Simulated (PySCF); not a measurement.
ScO2, SMILES [O]=[Sc]=[O] (connectivity only; charge and spin as stated), neutral, multiplicity 2.

Geometry: PBE0-D3(BJ)/def2-TZVP. The geometry has at least one imaginary mode, so it is a saddle point at that level.

Method: PySCF with PBE0-D3(BJ)/def2-TZVP.

Frequencies are harmonic and unscaled.

```csv
mode,ν (cm⁻¹),IR (km/mol),moving atoms (share of kinetic energy)
1,283i,303.6,"O 62 %, Sc 38 %"
2,127,73.8,"O 67 %, Sc 33 %"
3,776,35.6,"O 91 %, Sc 9 %"
```
